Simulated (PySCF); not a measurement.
Zn(SMe)(SeH) (CH₄SSeZn), SMILES [SeH][Zn][S]C.

The structure is a stationary point at PBE0-D3(BJ)/def2-SVP. The structure was generated by enumeration; whether it is a known compound was not checked. One conformer was computed; it need not be the lowest.

Two levels are set side by side: TDDFT-PBE/def2-SVPD (PySCF) and TDDFT-CAM-B3LYP/def2-SVPD (PySCF). Vertical, same geometry. The lowest singlet is HOMO→LUMO 99 % with PBE and HOMO→LUMO 85 % with the other functional; states are paired by order. Differences are taken from unrounded values.

```
quantity                               TDDFT-CAM-B3LYP  TDDFT-PBE  TDDFT-PBE minus TDDFT-CAM-B3LYP
-------------------------------------  ---------------  ---------  -------------------------------
lowest singlet excitation (eV)                    4.70       3.97                            -0.72
lowest triplet excitation (TDA) (eV)              4.40       3.70                            -0.70
first bright state (f over 0.05) (eV)             6.40       5.58                            -0.82
its oscillator strength                           0.77       0.06                            -0.72
```

A lower first singlet is the usual sign of a functional without exact exchange. Differences between two approximate levels are no errors against the true value.

Rough cost on one machine, each run with all the roots and properties that it gave: TDDFT-CAM-B3LYP against TDDFT-PBE about 8 times.
